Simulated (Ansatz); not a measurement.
`C[CH2][AlH][TeH]` → `[CH2]` (triplet) + `[CH3][AlH][TeH]`  (formal loss of a carbene)

Isolated molecules relaxed with PBE0-D4/def2-TZVP in Ansatz; ΔE leaves out vibrations. CCSD(T)/CBS is the MP2 limit (def2-TZVPP, def2-QZVPP) plus CCSD(T) − MP2 in def2-TZVPP, frozen cores. This one scheme is used for every species. DFT in def2-TZVPP. B3LYP here is the variant with VWN-RPA as its local correlation; programs differ in this. Triplets are unrestricted, without spin–orbit coupling. def2 core potentials past Kr. For Te outer-core shells are correlated without core-valence functions, which leaves a few kJ/mol of doubt a bond. Each species was taken in one conformer, which may not be the lowest.

| level | ΔE (kcal/mol) |
| --- | --- |
| B3LYP-D4 | 98.8 |
| MP2/CBS(def2) | 103.8 |

What does CCSD(T)/CBS give? (Best estimate.)

Computed: +100.7 kcal/mol. The listed levels differ from it by -1.9, 3.1 kcal/mol.

Largest T1 diagnostic among the species: 0.011.

In def2-TZVPP, CCSD(T) changes the Hartree–Fock value by +33.3 kcal/mol (the triples alone add +2.8 kcal/mol) and MP2 by +36.4 kcal/mol. From PBE to PBE0 (25 % exact exchange), in def2-TZVPP and without D4, ΔE moves by −1.9 kcal/mol. The D4 term adds +2.9 kcal/mol with B3LYP and +1.6 kcal/mol with PBE0; it sums over pairs of atoms, weighted by their polarisabilities, and B3LYP, whose exchange is more repulsive, gets the larger term.
